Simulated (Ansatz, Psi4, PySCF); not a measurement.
C$_{3}$H$_{6}$O$_{3}$, charge -1, doublet, geometry from GFN2-xTB (a state made from the parent by changing its charge; the spin is typed, not shown lowest). Base run: MP2/6-31G** in PySCF.

PySCF was given this input:
```python
from pyscf import gto, scf, mp

mol = gto.Mole()
mol.atom = '''
    C     1.86908909   -0.27599836   -0.68761294
    O     1.07798847   -0.60316654    0.41237537
    C    -0.01183540    0.34650925    0.70298535
    O     0.06024219    1.51643286    0.21198255
    O    -1.24530684   -0.38149268    0.62135395
    C    -1.78788964   -0.45297271   -0.67634249
    H     1.71721028    0.78373111   -0.93425118
    H     2.92678385   -0.44249221   -0.44191098
    H     1.61292623   -0.88849507   -1.57068801
    H    -2.83692428   -0.75904479   -0.59427720
    H    -1.24878568   -1.18391595   -1.29919161
    H    -1.73078510    0.53079867   -1.15955538
'''
mol.basis = '6-31g**'
mol.charge = -1
mol.spin = 1
mol.verbose = 4
mol.build()

mf = scf.UHF(mol)
mf.kernel()

pt = mp.MP2(mf)
pt.kernel()
print('E(MP2) = %.10f' % pt.e_tot)
```

The same geometry, method and basis name were run in Ansatz (a first-principles code) and Psi4 and PySCF, at each program's defaults and at the settings that a row names. The base is PySCF at its defaults. Differences at the defaults can come from grids, fitting, cores and function types together.

```json
[
 {"code and settings": "PySCF, defaults (exact integrals, spherical functions, all electrons correlated)", "ΔE vs base (mEh)": "0.000", "basis functions": "114", "E (Eh)": "-342.56109", "SCF cycles": "14"},
 {"code and settings": "Psi4, defaults (density fitting with its default set, Cartesian functions, all electrons correlated)", "ΔE vs base (mEh)": "-21.942", "basis functions": "120", "E (Eh)": "-342.58303", "SCF cycles": "17"},
 {"code and settings": "Ansatz, defaults (factorised integrals, Cartesian functions, frozen core)", "ΔE vs base (mEh)": "0.875", "basis functions": "120", "E (Eh)": "-342.56022", "SCF cycles": "-"},
 {"code and settings": "PySCF, frozen core", "ΔE vs base (mEh)": "13.789", "basis functions": "114", "E (Eh)": "-342.54730", "SCF cycles": "14"},
 {"code and settings": "Psi4, exact integrals, spherical functions, frozen core", "ΔE vs base (mEh)": "13.788", "basis functions": "114", "E (Eh)": "-342.54730", "SCF cycles": "17"},
 {"code and settings": "Ansatz, high accuracy, frozen core, Cartesian functions as the basis file defines them", "ΔE vs base (mEh)": "0.860", "basis functions": "120", "E (Eh)": "-342.56023", "SCF cycles": "-"}
]
```

Open shells are given as the SCF converged; they aren't shown to be the lowest states, and a large step between rows can be another state.
